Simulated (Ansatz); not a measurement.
Consider the formal exchange of groups at the Si–O bond: `[SiH3][O][GaH][Br]` + `C[SeH]` → `[SiH3]C[SeH]` + `[OH][GaH][Br]`.

Program: Ansatz. Geometries: PBE0-D4/def2-TZVP. ΔE: electronic, gas phase. CBS: MP2 limit from def2 TZ/QZ plus the TZ coupled-cluster correction, frozen cores. Functionals use def2-TZVPP. HSE06 is defined as in plane-wave codes. For Br, Ga, Se outer-core shells are correlated without core-valence functions, which leaves a few kJ/mol of doubt a bond. Scalar relativity is left out up to krypton. Each species was taken in one conformer, which may not be the lowest.

`[SiH3][O][GaH][Br]`:

```xyz
8

Si    1.205   -0.617    0.284
O    -0.018   -0.254   -0.746
Ga   -1.528    0.664   -0.696
Br   -1.985    1.648    1.311
H     1.870    0.618    0.779
H     0.704   -1.388    1.454
H     2.196   -1.442   -0.453
H    -2.444    0.772   -1.933
```

`C[SeH]`:

Z-matrix (Å, degrees):
```
C
Se 1 1.949
H 1 1.088 2 110.6
H 1 1.087 2 110.6 3 -123.3
H 1 1.089 2 106.0 3 118.4
H 2 1.468 1 95.4 3 61.7
```

`[SiH3]C[SeH]`:

Z-matrix (Å, degrees):
```
Si
C 1 1.874
H 1 1.490 2 110.5
H 1 1.484 2 109.8 3 120.7
H 1 1.487 2 109.2 3 -119.4
Se 2 1.957 1 111.3 3 177.7
H 2 1.090 1 112.8 3 54.0
H 2 1.092 1 110.1 3 -66.6
H 6 1.470 2 95.5 1 -48.6
```

`[OH][GaH][Br]`:

Z-matrix (Å, degrees):
```
Ga
O 1 1.773
Br 1 2.291 2 115.4
H 1 1.543 2 121.9 3 180.0
H 2 0.960 1 113.6 3 -0.0
```

| level | ΔE (kJ/mol) | difference from CCSD(T)/CBS |
| --- | --- | --- |
| LDA (SPW92) | 82.1 | -17.3 |
| PBE0-D4 | 92.4 | -7.0 |
| BHLYP-D4 | 113.5 | 14.1 |
| ωB97X-V | 100.8 | 1.4 |
| r2SCANh | 99.8 | 0.4 |
| r2SCAN0 | 101.6 | 2.2 |
| HSE06 | 92.3 | -7.1 |
| HF/def2-SVP | 120.9 | 21.5 |
| HF/def2-TZVPP | 126.7 | 27.3 |
| MP2/def2-TZVPP | 101.8 | 2.4 |
| CCSD(T)/CBS | 99.4 | 0 |

Task: What do rigid-rotor, harmonic-oscillator terms from PBE0-D4/def2-TZVP frequencies (298.15 K, 1 bar) make of the CCSD(T)/CBS value? (Best estimate.)

Result: The calculation gave: ΔZPE = -1.1 kJ/mol, ΔH = +97.0 kJ/mol, ΔS = -16 J/(mol·K), ΔG = +101.6 kJ/mol. Modes under 50 cm⁻¹ make the entropy rough.

Largest T1 diagnostic among the species: 0.012.

From PBE to PBE0 (25 % exact exchange), in def2-TZVPP and without D4, ΔE moves by +6.8 kJ/mol. Leaving LDA and LC-ωPBE aside and taking each functional with its dispersion term where it has one, the values, not all of them listed here, spread over 29.1 kJ/mol, from revPBE-D4 to BHLYP-D4. LDA lies −3.6 kJ/mol from PBE without D4.
